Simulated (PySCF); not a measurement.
PySCF input for H8N2Si2, SMILES N[SiH2][SiH2]N, TDDFT-LC-ωPBE/def2-SVPD. Coordinates come from a PBE0-D3(BJ)/def2-SVP optimisation. The values are those of a single conformer.

```python
import numpy as np
from pyscf import gto, scf, dft, tdscf

mol = gto.M(
    atom='''
    Si    1.09886740   -0.30820398   -0.65740971
    N     1.65597645    0.94509153    0.40160365
    Si   -1.05394912   -0.69865374    0.18463894
    N    -1.65186407    0.90890637    0.54038796
    H     1.98564396   -1.51319914   -0.59176502
    H     1.02332737    0.05855672   -2.11790833
    H     0.93643392    1.53576786    0.80833089
    H     2.52230478    1.44800365    0.25086832
    H    -1.90013143   -1.52527417   -0.74505757
    H    -1.00891075   -1.42661148    1.49058937
    H    -1.77269868    1.54650952   -0.24100569
    H    -2.44361179    0.99426990    1.17079755
    ''',
    basis='def2-SVPD',
    charge=0,
    spin=0,
    max_memory=1600,
    verbose=4,
)
mf = dft.RKS(mol, xc='lc_wpbe').density_fit(auxbasis='def2-universal-jkfit')
mf.grids.level = 3
mf.conv_tol = 1e-9
mf.max_cycle = 100
mf.kernel()
mf.grids = dft.Grids(mol).set(level=1).build(with_non0tab=True)  # coarser grid for the response kernel
td = tdscf.TDDFT(mf)
td.singlet = True
td.nstates = 10
td.conv_tol = 1e-4
td.positive_eig_threshold = 1e-6
td.kernel(x0=td.get_init_guess(mf, 15))
td.analyze()
tt = tdscf.TDA(mf)
tt.singlet = False
tt.nstates = 4
tt.conv_tol = 1e-4
tt.positive_eig_threshold = 1e-6
tt.kernel(x0=tt.get_init_guess(mf, 9))
tt.analyze(verbose=3)
```

Log of the run:

```
PySCF version 2.14.0

[INPUT] verbose = 4
[INPUT] num. atoms = 12
[INPUT] num. electrons = 50
[INPUT] charge = 0
[INPUT] spin (= nelec alpha-beta = 2S) = 0
[INPUT] symmetry False subgroup None
[INPUT] Mole.unit = angstrom
[INPUT] Symbol           X                Y                Z      unit          X                Y                Z       unit  Magmom
[INPUT]  1 Si     1.098867400000  -0.308203980000  -0.657409710000 AA    2.076558433213  -0.582421112701  -1.242324303530 Bohr   0.0
[INPUT]  2 N      1.655976450000   0.945091530000   0.401603650000 AA    3.129341959230   1.785964154346   0.758920909126 Bohr   0.0
[INPUT]  3 Si    -1.053949120000  -0.698653740000   0.184638940000 AA   -1.991675186026  -1.320264224503   0.348917028530 Bohr   0.0
[INPUT]  4 N     -1.651864070000   0.908906370000   0.540387960000 AA   -3.121570687309   1.717584112173   1.021185245412 Bohr   0.0
[INPUT]  5 H      1.985643960000  -1.513199140000  -0.591765020000 AA    3.752323265297  -2.859531946527  -1.118273817898 Bohr   0.0
[INPUT]  6 H      1.023327370000   0.058556720000  -2.117908330000 AA    1.933808465071   0.110656163553  -4.002266700635 Bohr   0.0
[INPUT]  7 H      0.936433920000   1.535767860000   0.808330890000 AA    1.769603642553   2.902180646309   1.527524000126 Bohr   0.0
[INPUT]  8 H      2.522304780000   1.448003650000   0.250868320000 AA    4.766465236881   2.736330325871   0.474072418130 Bohr   0.0
[INPUT]  9 H     -1.900131430000  -1.525274170000  -0.745057570000 AA   -3.590728003378  -2.882350446173  -1.407954754334 Bohr   0.0
[INPUT] 10 H     -1.008910750000  -1.426611480000   1.490589370000 AA   -1.906565001630  -2.695904983360   2.816805673488 Bohr   0.0
[INPUT] 11 H     -1.772698680000   1.546509520000  -0.241005690000 AA   -3.349915006578   2.922479441833  -0.455434748562 Bohr   0.0
[INPUT] 12 H     -2.443611790000   0.994269900000   1.170797550000 AA   -4.617757037858   1.878897804899   2.212486716812 Bohr   0.0

nuclear repulsion = 225.69493768399
number of shells = 68
number of NR pGTOs = 224
number of NR cGTOs = 152
basis = def2-SVPD
ecp = {}


******** <class 'pyscf.df.df_jk.DFRKS'> ********
method = DFRKS
initial guess = minao
damping factor = 0
level_shift factor = 0
DIIS = <class 'pyscf.scf.diis.CDIIS'>
diis_start_cycle = 1
diis_space = 8
diis_damp = 0
SCF conv_tol = 1e-09
SCF conv_tol_grad = None
SCF max_cycles = 100
direct_scf = False
XC library pyscf.dft.libxc version 7.1.2
    S. Lehtola, C. Steigemann, M. J. T. Oliveira, and M. A. L. Marques,  SoftwareX 7, 1–5 (2018)
XC functionals = lc_wpbe
    O. A. Vydrov and G. E. Scuseria,  J. Chem. Phys. 125, 234109 (2006)
radial grids:
    Treutler-Ahlrichs [JCP 102, 346 (1995); DOI:10.1063/1.469408] (M4) radial grids

becke partition: Becke, JCP 88, 2547 (1988); DOI:10.1063/1.454033
pruning grids: <function nwchem_prune>
grids dens level: 3
symmetrized grids: False
atomic radii adjust function: <function treutler_atomic_radii_adjust>
small_rho_cutoff = 0
Set gradient conv threshold to 3.16228e-05
Initial guess from minao.
tot grids = 144632
Create RSH-DF object <pyscf.df.df.DF object> for omega=0.4
******** <class 'pyscf.df.df.DF'> ********
auxbasis = auxmol.basis = def2-universal-jkfit
init E= -692.754609409382
  HOMO = -0.293972825938662  LUMO = -0.00683715212039449  gap/eV = 7.81336
cycle= 1 E= -692.791903998152  delta_E= -0.0373  |g|= 0.449  |ddm|= 3.84
  HOMO = -0.31319282427113  LUMO = 0.0656990152338564  gap/eV = 10.31017
cycle= 2 E= -692.81523344429  delta_E= -0.0233  |g|= 0.374  |ddm|= 1.11
  HOMO = -0.367549820339823  LUMO = 0.0624919913378803  gap/eV = 11.70203
cycle= 3 E= -692.844748189343  delta_E= -0.0295  |g|= 0.045  |ddm|= 0.378
  HOMO = -0.361355140892062  LUMO = 0.067329702831207  gap/eV = 11.66511
cycle= 4 E= -692.845460984443  delta_E= -0.000713  |g|= 0.0085  |ddm|= 0.125
  HOMO = -0.362462393489181  LUMO = 0.0667508716348348  gap/eV = 11.67949
cycle= 5 E= -692.84549933642  delta_E= -3.84e-05  |g|= 0.00164  |ddm|= 0.0468
  HOMO = -0.362384144414486  LUMO = 0.0668423859418223  gap/eV = 11.67985
cycle= 6 E= -692.845501337105  delta_E= -2e-06  |g|= 0.000494  |ddm|= 0.0105
  HOMO = -0.36244843992425  LUMO = 0.0667986210865292  gap/eV = 11.68041
cycle= 7 E= -692.845501520795  delta_E= -1.84e-07  |g|= 0.000192  |ddm|= 0.00364
  HOMO = -0.362444453314215  LUMO = 0.0668057377215261  gap/eV = 11.68049
cycle= 8 E= -692.845501534433  delta_E= -1.36e-08  |g|= 9.55e-05  |ddm|= 0.0011
  HOMO = -0.362440068800759  LUMO = 0.0668063686803033  gap/eV = 11.68039
cycle= 9 E= -692.845501537691  delta_E= -3.26e-09  |g|= 1.65e-05  |ddm|= 0.000371
  HOMO = -0.362441636998707  LUMO = 0.066805666993317  gap/eV = 11.68041
cycle= 10 E= -692.845501537929  delta_E= -2.38e-10  |g|= 4.96e-06  |ddm|= 0.000107
  HOMO = -0.362440679378325  LUMO = 0.0668060159146786  gap/eV = 11.68040
Extra cycle  E= -692.845501537955  delta_E= -2.59e-11  |g|= 2.54e-06  |ddm|= 2.45e-05
converged SCF energy = -692.845501537955
tot grids = 42840
Overwritten attributes  positive_eig_threshold  of <class 'pyscf.tdscf.rks.TDDFT'>


******** <class 'pyscf.tdscf.rks.TDDFT'> for <class 'pyscf.df.df_jk.DFRKS'> ********
nstates = 10 singlet
deg_eia_thresh = 1.000e-03
wfnsym = None
conv_tol = 0.0001
eigh lindep = 1e-12
eigh level_shift = 0
eigh max_cycle = 100


Excitation energies (eV)
[6.34576257 6.64357011 7.29508358 7.40082087 7.70841826 7.94638115
 8.05213678 8.1583001  8.28362249 8.44003877]

** Singlet excitation energies and oscillator strengths **
Excited State   1:      6.34576 eV    195.38 nm  f=0.0113
      24 -> 26       -0.29696
      25 -> 26       -0.58409
Excited State   2:      6.64357 eV    186.62 nm  f=0.0040
      24 -> 26        0.41460
      24 -> 27       -0.27371
      25 -> 26       -0.16829
      25 -> 27        0.40291
      25 -> 29       -0.13465
Excited State   3:      7.29508 eV    169.96 nm  f=0.0145
      23 -> 26       -0.55421
      24 -> 27        0.22744
      25 -> 28        0.14221
      25 -> 29        0.12713
      25 -> 30        0.16623
Excited State   4:      7.40082 eV    167.53 nm  f=0.0550
      23 -> 27       -0.15134
      24 -> 26        0.26451
      24 -> 27       -0.17118
      24 -> 29        0.12825
      25 -> 26       -0.12310
      25 -> 27       -0.37030
      25 -> 28       -0.12409
      25 -> 29        0.31318
      25 -> 30        0.15149
Excited State   5:      7.70842 eV    160.84 nm  f=0.0150
      23 -> 26       -0.19951
      24 -> 26       -0.26201
      24 -> 27       -0.35967
      24 -> 29        0.31666
      24 -> 30        0.20598
      25 -> 26        0.16223
      25 -> 27        0.11806
      25 -> 29        0.10094
Excited State   6:      7.94638 eV    156.03 nm  f=0.0396
      23 -> 26        0.10349
      24 -> 32       -0.11128
      24 -> 34       -0.13681
      24 -> 35       -0.10175
      25 -> 28        0.54010
      25 -> 29        0.14601
      25 -> 31        0.20013
Excited State   7:      8.05214 eV    153.98 nm  f=0.1914
      23 -> 27       -0.10006
      24 -> 27       -0.19241
      24 -> 28        0.14152
      24 -> 31        0.16092
      25 -> 27       -0.23740
      25 -> 28        0.17350
      25 -> 29       -0.42095
      25 -> 32       -0.13717
      25 -> 34       -0.20620
Excited State   8:      8.15830 eV    151.97 nm  f=0.0579
      22 -> 26       -0.13682
      23 -> 26        0.18534
      24 -> 27        0.11134
      24 -> 28        0.44562
      24 -> 29        0.20632
      24 -> 32        0.10976
      24 -> 34        0.11742
      25 -> 27        0.15045
      25 -> 28        0.11128
      25 -> 29        0.15117
Excited State   9:      8.28362 eV    149.67 nm  f=0.0253
      24 -> 27       -0.14678
      24 -> 28        0.28877
      24 -> 29       -0.39776
      24 -> 31       -0.14958
      24 -> 33        0.10111
      25 -> 28       -0.13323
      25 -> 29        0.14589
      25 -> 30       -0.15985
      25 -> 31        0.20150
      25 -> 34       -0.10493
Excited State  10:      8.44004 eV    146.90 nm  f=0.0197
      23 -> 27        0.34047
      23 -> 29       -0.22410
      23 -> 31       -0.17268
      24 -> 27       -0.12913
      24 -> 29       -0.10033
      24 -> 30        0.19554
      24 -> 31        0.11414
      25 -> 30        0.27215
      25 -> 31        0.19948
      25 -> 34        0.14932

** Transition electric dipole moments (AU) **
state          X           Y           Z        Dip. S.      Osc.
  1         0.1647     -0.0429      0.2088      0.0725      0.0113
  2         0.0636     -0.0942      0.1083      0.0247      0.0040
  3        -0.0915     -0.2696     -0.0009      0.0810      0.0145
  4        -0.2023      0.0790      0.5060      0.3032      0.0550
  5         0.1284     -0.2483     -0.0370      0.0795      0.0150
  6         0.0699      0.2312      0.3812      0.2036      0.0396
  7        -0.8553     -0.3161      0.3727      0.9704      0.1914
  8         0.3871      0.3398     -0.1569      0.2899      0.0579
  9        -0.3185     -0.0501      0.1444      0.1248      0.0253
 10        -0.1605      0.1663     -0.2047      0.0953      0.0197

** Transition velocity dipole moments (imaginary part, AU) **
state          X           Y           Z        Dip. S.      Osc.
  1         0.0390     -0.0113      0.0506      0.0042      0.0120
  2         0.0162     -0.0229      0.0272      0.0015      0.0042
  3        -0.0266     -0.0764     -0.0027      0.0066      0.0163
  4        -0.0564      0.0227      0.1436      0.0243      0.0596
  5         0.0384     -0.0732     -0.0086      0.0069      0.0163
  6         0.0181      0.0705      0.1116      0.0177      0.0405
  7        -0.2603     -0.0965      0.1141      0.0901      0.2030
  8         0.1172      0.1032     -0.0488      0.0268      0.0595
  9        -0.0995     -0.0206      0.0492      0.0127      0.0279
 10        -0.0518      0.0510     -0.0646      0.0095      0.0203

** Transition magnetic dipole moments (imaginary part, AU) **
state          X           Y           Z
  1        -0.4034     -0.1881      0.9785
  2        -0.8788      0.5115      0.2071
  3         0.4229      0.3460     -0.5867
  4        -0.0295     -0.2509      0.2436
  5         0.0787      0.8624     -0.2359
  6         0.4924      0.1359      0.3002
  7         0.5022     -0.4469      0.7154
  8        -0.5664     -0.3365     -0.2570
  9         0.8302     -0.3994      0.3424
 10         0.1020      0.1460     -0.6204
Overwritten attributes  positive_eig_threshold  of <class 'pyscf.tdscf.rks.TDA'>


******** <class 'pyscf.tdscf.rks.TDA'> for <class 'pyscf.df.df_jk.DFRKS'> ********
nstates = 4 triplet
deg_eia_thresh = 1.000e-03
wfnsym = None
conv_tol = 0.0001
eigh lindep = 1e-12
eigh level_shift = 0
eigh max_cycle = 100


Excitation energies (eV)
[5.7384097  6.19396182 6.44414844 6.58486992]

** Triplet excitation energies and oscillator strengths **
Excited State   1:      5.73841 eV    216.06 nm  f=0.0000
Excited State   2:      6.19396 eV    200.17 nm  f=0.0000
Excited State   3:      6.44415 eV    192.40 nm  f=0.0000
Excited State   4:      6.58487 eV    188.29 nm  f=0.0000
```

The calculation finished and met its thresholds.
